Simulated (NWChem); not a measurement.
System meant: GaH3O; SMILES [GaH2][OH]

NWChem input:

```
start job
memory heap 200 mb stack 700 mb global 900 mb
geometry units angstroms noautoz
  Ga     0.076115     0.317888     0.000000
  H      1.445512     1.083342     0.000000
  H     -1.397018     0.886501     0.000000
  O      0.294337    -1.475325     0.000000
  H     -0.552352    -1.958386     0.000000
end
basis spherical
  * library def2-svp
end
dft
  xc xpbe96 cpbe96
  iterations 4
  mulliken
end
task dft energy
```

End of the output:

```
    Atom       Charge   Shell Charges
 -----------   ------   -------------------------------------------------------
    1 Ga  31    30.78   2.00  2.00  1.94  0.74  0.33  5.99  5.84  1.04  0.63  7.74  2.04  0.50
    2 H    1     1.07   0.59  0.46  0.02
    3 H    1     1.09   0.60  0.47  0.02
    4 O    8     8.15   1.97  0.89  0.61  2.65  2.01  0.01
    5 H    1     0.91   0.56  0.18  0.18

 center of mass
 --------------
 x =   0.01787369 y =   0.04978372 z =   0.00000000

 moments of inertia (a.u.)
 ------------------
         171.068158974846          -0.000000000000           0.000000000000
          -0.000000000000          17.263475871976           0.000000000000
           0.000000000000           0.000000000000         188.331634846822

     Multipole analysis of the density
     ---------------------------------

     L   x y z        total         alpha         beta         nuclear
     -   - - -        -----         -----         ----         -------
     0   0 0 0     -0.000000    -21.000000    -21.000000     42.000000

     1   1 0 0     -0.544096     -0.272048     -0.272048      0.000000
     1   0 1 0      0.082447      0.041224      0.041224      0.000000
     1   0 0 1     -0.000000     -0.000000     -0.000000      0.000000

     2   2 0 0    -18.166010    -17.587634    -17.587634     17.009259
     2   1 1 0      2.403784     -0.097841     -0.097841      2.599467
     2   1 0 1      0.000000      0.000000      0.000000      0.000000
     2   0 2 0    -18.157773    -56.010827    -56.010827     93.863881
     2   0 1 1      0.000000      0.000000      0.000000      0.000000
     2   0 0 2    -16.220845     -8.110423     -8.110423      0.000000

 ------------------------------------------------------------------------
 dft energy failed                                                                                  0
 ------------------------------------------------------------------------
 ------------------------------------------------------------------------
  current input line :
    18: task dft energy
 ------------------------------------------------------------------------
 ------------------------------------------------------------------------
 This type of error is most commonly associated with calculations not reaching convergence criteria
 ------------------------------------------------------------------------
 For more information see the NWChem manual at https://nwchemgit.github.io

0:dft energy failed:Received an Error in Communication
```

Question: Can this run be used? If not, why, and what is the fix?

Answer: The run did not converge; its last values are not results. Cause: the SCF was allowed too few iterations. This input runs:
```
start job
memory heap 200 mb stack 700 mb global 900 mb
geometry units angstroms noautoz
  Ga     0.076115     0.317888     0.000000
  H      1.445512     1.083342     0.000000
  H     -1.397018     0.886501     0.000000
  O      0.294337    -1.475325     0.000000
  H     -0.552352    -1.958386     0.000000
end
basis spherical
  Ga library def2-svp
  H library def2-svp
  O library def2-svp
end
dft
  xc xpbe96 cpbe96
  iterations 150
  mulliken
end
task dft energy
```
It converges to -2001.20270 Ha (PBE/def2-SVP).
